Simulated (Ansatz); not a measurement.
Born–Oppenheimer molecular dynamics of AlCl3 (4 atoms, charge 0, multiplicity 1). It starts from a relaxed structure.

All numbers below come from Ansatz 0.2.0, RKS B3LYP-D4/def2-SVP.

```json
{"ensemble": "NVE (Milne-controlled integrator)", "time step": "1 fs", "steps asked": "150", "starting velocities drawn for": "1500 K", "seed": "243976"}
```

First frame:

```xyz
4
Properties=species:S:1:pos:R:3
Al 0.000 0.000 0.000
Cl 0.000 0.000 2.085
Cl 1.806 0.000 -1.043
Cl -1.806 0.000 -1.043
```

(1) How far do the bonds stretch over the last three quarters of this one trajectory? (Pairs bonded in most of those frames.)

Results:

(1) 
```csv
bond,mean (Å),spread (Å),shortest,longest
Al1–Cl2,2.106,0.075,1.97,2.22
Al1–Cl3,2.090,0.041,2.03,2.17
Al1–Cl4,2.095,0.072,2.00,2.24
```

Mean temperature of the second half: 905 K. The conserved energy stayed within 0.0045 meV per atom of its start (net change -0.0017 meV per atom), so the integration is sound. A run of 0.15 ps of so small a system gives no equilibrium averages.

The run took 8.9 min on 1 thread of Arm Neoverse N1, with other jobs on the host, peak memory 0.14 GiB.
